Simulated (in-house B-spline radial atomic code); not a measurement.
A calculation on As IV (As3+) (an excited or competing configuration): its settings, and results tabulated from the run. Computed with a radial B-spline atomic code at the basis-set limit: non-relativistic r2SCAN0, spin-polarised, spherical fractional occupations, point nucleus.

In the input, 3d5,1 would mean five up and one down electron.

Command:
```bash
python run_scf.py task.json out
```
Settings:
```
Z                33
configuration    1s2 2s2 2p6 3s2 3p6 3d10 4s0,1 5d1,0
hamiltonian      nr
method           r2scan0
spin_polarised   True
```

Output (hartree, bohr):
```
 radial grid: 54 intervals, B-splines of order 8, outer radius 39.1892 bohr

 iter        energy (Eh)    residual
    1       -2232.409421    6.10e-02
    2       -2232.417434    3.54e-03
    3       -2232.417675    1.43e-03
    4       -2232.417678    6.83e-04
    5       -2232.417680    4.94e-05
    6       -2232.417680    1.59e-05
    7       -2232.417680    2.39e-06
    8       -2232.417680    3.65e-07
    9       -2232.417680    1.26e-07

 total energy                     -2232.41768
 kinetic                            2231.1169
 electron-nucleus                  -5293.5720
 Hartree                             911.8538
 exact exchange                      -20.0726
 exchange-correlation                -61.7438

 orbital      occ     eigenvalue          <r>       <r^2>       <1/r>       <r^4>     <1/r^3>       r_max
 1s up      1.000      -428.7227    0.0463823  0.00288206     32.4989 2.11506e-05           -     0.03062
 1s down    1.000      -428.7279    0.0463818    0.002882     32.4992 2.11499e-05           -     0.03062
 2s up      1.000       -55.9341      0.20633   0.0501471     7.18104  0.00434442           -      0.1734
 2s down    1.000       -55.9368     0.206313   0.0501395     7.18186  0.00434334           -      0.1734
 2p up      3.000       -50.0898     0.178785   0.0390864     7.13578  0.00306241     1040.13      0.1379
 2p down    3.000       -50.0913     0.178777   0.0390828     7.13609  0.00306202     1040.23      0.1379
 3s up      1.000        -8.8388     0.607161    0.424015     2.33207    0.286098           -      0.5304
 3s down    1.000        -8.8497     0.606927    0.423821     2.33377    0.286451           -      0.5301
 3p up      3.000        -6.8321     0.619535    0.449584     2.21129    0.343014     142.505      0.5253
 3p down    3.000        -6.8388     0.620252    0.451033     2.20988    0.347222     142.352      0.5252
 3d up      5.000        -3.3188     0.660163    0.541755     1.93338    0.637769     17.1854      0.4779
 3d down    5.000        -3.3270      0.66408    0.549976     1.92665     0.66726     17.0771      0.4782
 4s down    1.000        -1.9366      1.71715     3.31668    0.763209       16.28           -       1.536
 5d up      1.000        -0.4108      5.64891     36.0811    0.241979     1811.24    0.401694       5.697
```

Run time, properties included: 0.13 s on 1 thread of Intel(R) Xeon(R) 6975P-C, with other jobs on the host.

Caution: exact exchange at fractional occupations of open shells leaves self-interaction of up to several eV.
